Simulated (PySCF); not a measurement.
Hf(NH2)2(SH)2 (H6HfN2S2), SMILES [SH][Hf]([NH2])([SH])[NH2], multiplicity 1. Atoms are numbered in the order given.

```xyz
11

Hf     0.0000     0.0000     0.1920
N      0.0338    -1.6178     1.3996
H      0.5078    -1.6618     2.3000
H     -0.4572    -2.4972     1.2496
N     -0.0338     1.6178     1.3996
H      0.4572     2.4972     1.2496
H     -0.5078     1.6618     2.3000
S     -2.0111    -0.0736    -1.2341
H     -2.6855     0.8496    -0.5117
S      2.0111     0.0736    -1.2341
H      2.6855    -0.8496    -0.5117
```

Geometry: PBE0-D3(BJ)/def2-SVP. The spin state was assumed, not searched. The def2 effective core potentials stand for the cores of Hf; spin–orbit coupling is left out. The values are those of a single conformer.

Level of theory: HF/def2-TZVP in PySCF.

ESP charges are fitted to the potential on shells at 1.4 to 2.0 van der Waals radii. Atomic charges (e):

| atom | Mulliken | Löwdin | ESP fit |
|---|---|---|---|
| Hf1 | 1.57 | 0.40 | 1.69 |
| N2 | -0.89 | -0.46 | -1.38 |
| H3 | 0.26 | 0.15 | 0.47 |
| H4 | 0.26 | 0.15 | 0.44 |
| N5 | -0.89 | -0.46 | -1.38 |
| H6 | 0.26 | 0.15 | 0.44 |
| H7 | 0.26 | 0.15 | 0.47 |
| S8 | -0.57 | -0.08 | -0.55 |
| H9 | 0.16 | 0.05 | 0.18 |
| S10 | -0.57 | -0.08 | -0.55 |
| H11 | 0.16 | 0.05 | 0.18 |
